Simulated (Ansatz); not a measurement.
C3H9Ge, SMILES C[C](C)[GeH3], multiplicity 2.

Coordinates come from a PBE-D3(BJ)/def2-SVP optimisation. The isomer is the one that the SMILES or the coordinates give; other isomers of the formula were not compared.

Two levels are set side by side: PBE/def2-TZVPD (Ansatz, a program for electronic structure) and CAM-B3LYP/def2-TZVPD (Ansatz). Energy differences of separate SCF runs at the same geometry; the states with an electron removed or added have multiplicity 1 and 1. Differences are taken from unrounded values.

| quantity | PBE |
|---|---|
| vertical ionisation energy (eV) | 7.39 |

Q: These are the PBE values. What does CAM-B3LYP give? (The exact figures need the calculation; the answer reports its results.)

A: 
```
quantity                         CAM-B3LYP  PBE minus CAM-B3LYP
-------------------------------  ---------  -------------------
vertical ionisation energy (eV)       7.61                -0.22
```
